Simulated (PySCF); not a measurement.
C₆H₁₄, triplet, at the geometry of the source list (a higher spin typed on purpose: for a closed-shell molecule this is an excited state) (in this run its highest filled SCF level lies above zero, so its values depend strongly on the basis, on diffuse functions most of all). Base run: B3LYP/STO-3G (PySCF).

The PySCF input:
```python
from pyscf import gto, scf, dft

mol = gto.Mole()
mol.atom = '''
    C     2.833400    0.850300   -0.342400
    C     1.828800    0.001100    0.425600
    C     0.444400    0.031600   -0.217600
    C    -0.560100   -0.817000    0.558100
    C    -1.933300   -0.902400   -0.108400
    C    -2.666400    0.432100   -0.158600
    H     2.936200    0.490800   -1.364100
    H     2.509500    1.888300   -0.377900
    H     3.810900    0.813300    0.133200
    H     2.184400   -1.031300    0.468100
    H     1.755600    0.366400    1.452900
    H     0.098600    1.065800   -0.261400
    H     0.515500   -0.340400   -1.242900
    H    -0.674200   -0.409200    1.565700
    H    -0.158800   -1.829300    0.657100
    H    -1.817300   -1.290700   -1.123400
    H    -2.543100   -1.617700    0.449600
    H    -2.746700    0.860900    0.838000
    H    -3.670900    0.296200   -0.553900
    H    -2.146600    1.141200   -0.797500
'''
mol.basis = 'sto-3g'
mol.charge = 0
mol.spin = 2
mol.verbose = 4
mol.build()

mf = dft.UKS(mol)
mf.xc = 'b3lyp'
mf.kernel()
```

The base run was repeated with changes; each row names its change, and settings that it needs were set with it.

```tsv
change	ΔE vs base (mEh)	fitting functions	dipole (D)
base	0.000	-	0.28
auxbasis = def2-tzvp-ri	-1.355	666	0.28
auxbasis = def2-universal-jkfit	-1.692	702	0.28
auxbasis = cc-pvtz-jkfit	-0.223	894	0.28
auxbasis = cc-pvqz-jkfit	-0.151	1350	0.28
only_dfj = on; auxbasis = def2-universal-jfit	-2.712	448	0.28
auxbasis = cc-pvdz-jkfit	-0.291	742	0.28
auxbasis = def2-svp-ri	-11.557	484	0.28
auxbasis = even-tempered beta=1.6	-8.496	518	0.28
auxbasis = def2-universal-jfit	-2.112	448	0.28
```

A fitting set is made for a task (jfit for Coulomb, jkfit for Coulomb and exchange, ri for correlation) and for a family of orbital bases.

Open shells are given as the SCF converged; they aren't shown to be the lowest states, and a large step between rows can be another state.
